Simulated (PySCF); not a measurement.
Delta-SCF ions had no search for a lower state. Excitations are Tamm–Dancoff values on a coarser integration grid. The basis has no diffuse functions, so Rydberg states are missing or too high.

Z-matrix (Å, degrees):
```
B
O 1 1.3695
H 2 0.9602 1 112.17
O 1 1.3772 2 117.70 3 0.01
H 4 0.9583 1 115.41 2 180.00
N 1 1.4099 2 118.39 3 180.00
H 6 1.0022 1 124.79 2 -179.98
H 6 1.0039 7 114.33 1 -179.99
```
Charge 0, spin multiplicity 1.

Question: Estimate the LUMO, T1 excitation (TDA), S1 oscillator strength, HOMO–LUMO gap, vertical ionisation energy (Delta-SCF), S1–T1 gap (TDA), dipole moment and total energy that CAM-B3LYP-D3(BJ)/def2-TZVP (PySCF) returns for this input.

Answer: 
- LUMO = 1.28 eV
- T1 excitation (TDA) = 6.40 eV
- S1 oscillator strength = 0.014
- HOMO–LUMO gap = 10.34 eV
- vertical ionisation energy (Delta-SCF) = 10.28 eV
- S1–T1 gap (TDA) = 0.35 eV
- dipole moment = 2.04 D
- total energy = -232.6315 Ha
